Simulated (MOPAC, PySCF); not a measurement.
C3H10Si, SMILES `C([SiH2]C)C` (C–C–Si–C torsion 180°), neutral singlet in the gas phase. 

Z-matrix (Å, degrees):
```
Si
H 1 1.4925
H 1 1.4925 2 107.16
C 1 1.8720 2 109.75 3 -119.12
H 4 1.0922 1 111.04 2 58.76
H 4 1.0928 5 107.96 1 -121.72
H 4 1.0928 5 107.96 6 -116.56
C 1 1.8770 2 109.13 3 118.04
H 8 1.0959 1 108.13 2 178.73
H 8 1.0959 9 105.92 1 115.71
C 8 1.5258 9 110.33 10 119.40
H 11 1.0930 8 111.76 9 -58.35
H 11 1.0931 12 107.49 8 -122.42
H 11 1.0931 12 107.49 13 -115.16
```
Charge 0, multiplicity 1.

All levels are single points at this geometry (PBE0-D3(BJ)/def2-TZVP); Pople sets use spherical d functions. Orbital energies aren't observables, and empty levels follow the basis.

| level | HOMO (eV) | LUMO (eV) | gap (eV) | dipole (D) | vertical IE, Delta-SCF (eV) |
|---|---|---|---|---|---|
| PBE-D3(BJ)/def2-TZVP in PySCF | -6.94 | 0.18 | 7.12 | 0.89 | 9.95 |
| TPSSh-D3(BJ)/def2-TZVP in PySCF | -7.57 | 0.71 | 8.28 | 0.84 | 10.09 |
| B3LYP/6-311+G** in PySCF | -8.06 | -0.09 | 7.97 | 0.81 | – |
| B3LYP/6-31G* in PySCF | -7.84 | 1.51 | 9.35 | 0.87 | 10.15 |
| B3LYP/LANL2DZ in PySCF | -7.99 | 1.56 | 9.55 | 0.70 | – |
| M06-2X/6-31G* in PySCF | -9.27 | 2.39 | 11.66 | 0.80 | – |
| PBE/6-31G* in PySCF | -6.74 | 0.89 | 7.64 | 0.93 | 9.85 |
| SVWN5/6-31G* in PySCF | -6.78 | 0.67 | 7.45 | 0.95 | – |
| HF/3-21G in PySCF | -11.26 | 5.39 | 16.65 | 0.76 | – |
| HF/6-31G* in PySCF | -11.32 | 4.83 | 16.16 | 0.80 | 9.80 |
| HF/STO-3G in PySCF | -9.81 | 13.82 | 23.63 | 0.25 | – |
| AM1 in MOPAC | -10.82 | 1.60 | 12.43 | 0.34 | – |
| PM6 in MOPAC | -10.02 | 0.94 | 10.96 | 0.60 | – |
